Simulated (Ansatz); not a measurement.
The same redistribution along the group O, S, Se.

Gas-phase electronic energies from Ansatz, PBE0-D4/def2-TZVP geometries. CBS: MP2 limit from def2 TZ/QZ plus the TZ coupled-cluster correction, frozen cores. This one scheme is used for every species. Elements past krypton have def2 core potentials. For Se, Sn outer-core shells are correlated without core-valence functions, which leaves a few kJ/mol of doubt a bond. Scalar relativity is left out up to krypton. One conformer a species, not always the lowest.

| reaction | HF/CBS(def2) (eV) |
| --- | --- |
| `C[O][SnH3]` + `NBCN` → `N[BH][SnH3]` + `COCN` | 0.59 |
| `C[S][SnH3]` + `NBCN` → `N[BH][SnH3]` + `CSCN` | 0.97 |
| `C[Se][SnH3]` + `NBCN` → `N[BH][SnH3]` + `C[Se]CN` | 1.20 |

(1) Give the CCSD(T)/CBS values in the same order. (Best estimate.)

Largest T1 diagnostic: 0.014, for `N[BH][SnH3]`.

Results:

(1) The calculation gave: 0.51, 0.79, 0.98 eV.
